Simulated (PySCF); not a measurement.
**Question.** Write Cartesian coordinates for `O=C(c1cnc[nH]1)[O-]` as optimised with GFN2-xTB. (Charge -1.)

**Answer.** 
```xyz
11
C4H3N2O2 angstrom
O      2.7200    0.6782    0.2528
C      1.9026   -0.2090   -0.0101
O      2.0877   -1.3988   -0.3322
C      0.4091    0.1613    0.0539
C     -0.3567    1.2627    0.3367
N     -1.6849    0.9689    0.2208
C     -1.7295   -0.2926   -0.1277
N     -0.4943   -0.8206   -0.2405
H     -0.0359    2.2473    0.6151
H     -2.6334   -0.8474   -0.3054
H     -0.1794   -1.7472   -0.4892
```

Orientation and origin are arbitrary. Atoms count from 1 in this order. The 5-membered ring C4–C5–N6–C7–N8 has internal angles of 104.6° to 111.6° (sum 540°, against 540° for a flat polygon); it is planar, 0.00 Å rms from its mean plane, widest ring torsion 0°. The C–N distances run from 1.310 Å (N6–C7, aromatic) to 1.366 Å (C4–N8, aromatic), a spread of 0.056 Å. The 2 C–C bonds span 1.371 Å (C4–C5, aromatic) to 1.540 Å (C2–C4, drawn single), a spread of 0.169 Å. C5 (aromatic CH next to a ring nitrogen) is planar (angles 128.6°, 120.7° and 110.7°, sum 360.0°, 0.00 Å off the plane of its three neighbours).

Bonds between heavy atoms (Å): O1=C2 1.235, C2–O3 1.246, C2–C4 1.540, C4–C5 1.371, C5–N6 1.365, N6–C7 1.310, C7–N8 1.348, C4–N8 1.366.

The geometry is computed with GFN2-xTB (gas phase).

Point group: Cs (every atom within 0.08 Å of its image). Not checked by GFN2-xTB frequencies.
